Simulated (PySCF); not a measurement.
## Ionisation energy of Fe by level of theory

Fe [Ar] 3d6 4s2 (5D) → Fe⁺ [Ar] 3d6 4s1 (6D), as a difference of total energies. Calculation: PySCF 2.14, in def2-TZVP; no relativity, point nucleus. Correlated levels: valence: [Ar] frozen. The calculations carry no spin-orbit coupling.

| method | ionisation energy (eV) |
| --- | --- |
| UHF | 6.370 |
| BP86 | 7.921 |
| B3LYP | 7.954 |
| MP2 (valence) | 7.226 |
| SCS-MP2 (valence) | 7.374 |

Question: How much does correlation contribute at MP2 (valence)?

Answer: 7.226 − (6.370) = 0.856 eV, measured against UHF.

These non-relativistic numbers lack the scalar-relativistic shift.

Errors of the correlated levels include the incompleteness of this basis and the frozen core.

MP2 underrates the near-degeneracy of ns² with np² in the lower species.

For comparison: 7.904 eV (measured; NIST levels, between the centres of gravity of the two terms).
